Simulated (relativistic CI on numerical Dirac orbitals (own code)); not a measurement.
Sn XLVIII: computed level list

Calculated at this level of theory: Dirac-Coulomb-Breit CI, separate exchange-only KLI orbitals for each configuration, model QED (radiative potential, 1s self-energy scaled to tabulated hydrogen-like ionisation energies), unscaled Slater integrals (own radial code, finite nucleus).

Configuration list (outside the closed core 1s2): 2s, 2p, 3s, 3p, 3d, 4s, 4p, 4d, 4f, 5s, 5p, 5d, 5f, 5g, 6s, 6p, 6d. Levels of other configurations are missing.

The lowest level is 2s ²S1/2, with 100 % of that term; Hund's rules for 2s give ²S with J = 1/2, in agreement.

```tsv
No.	Configuration	Term	J	E (eV)	%	Next component (%)	jj configuration (%)
1	2s	²S	1/2	0.00	100		2s (100)
2	2p	²P°	1/2	108.09	100		2p1/2 (100)
3	2p	²P°	3/2	374.94	100		2p3/2 (100)
4	3s	²S	1/2	4667.93	100		3s (100)
5	3p	²P°	1/2	4697.78	100		3p1/2 (100)
6	3p	²P°	3/2	4777.02	100		3p3/2 (100)
7	3d	²D	3/2	4786.77	100		3d3/2 (100)
8	3d	²D	5/2	4811.07	100		3d5/2 (100)
9	4s	²S	1/2	6278.28	100		4s (100)
10	4p	²P°	1/2	6290.51	100		4p1/2 (100)
11	4p	²P°	3/2	6323.83	100		4p3/2 (100)
12	4d	²D	3/2	6327.91	100		4d3/2 (100)
13	4d	²D	5/2	6338.19	100		4d5/2 (100)
14	4f	²F°	5/2	6338.39	100		4f5/2 (100)
15	4f	²F°	7/2	6343.46	100		4f7/2 (100)
16	5s	²S	1/2	7016.23	100		5s (100)
17	5p	²P°	1/2	7022.39	100		5p1/2 (100)
18	5p	²P°	3/2	7039.40	100		5p3/2 (100)
19	5d	²D	3/2	7041.48	100		5d3/2 (100)
20	5d	²D	5/2	7046.74	100		5d5/2 (100)
21	5f	²F°	5/2	7046.86	100		5f5/2 (100)
22	5g	²G	7/2	7049.45	100		5g7/2 (100)
23	5f	²F°	7/2	7049.46	100		5f7/2 (100)
24	5g	²G	9/2	7051.00	100		5g9/2 (100)
25	6s	²S	1/2	7414.28	100		6s (100)
26	6p	²P°	1/2	7417.81	100		6p1/2 (100)
27	6p	²P°	3/2	7427.63	100		6p3/2 (100)
28	6d	²D	3/2	7428.82	100		6d3/2 (100)
29	6d	²D	5/2	7431.87	100		6d5/2 (100)
```

Energies count from the lowest computed level; ° marks odd parity. Filled j subshells are mostly left out of the jj labels.

The mean weight of the leading LS term, summed over parents, in these 29 levels is 100 %, and that of the leading jj configuration (from the same eigenvectors) 100 %.

At this charge energies of transitions that change n are usually good to better than 1 %, and those within a shell (Δn = 0) to a few per cent.
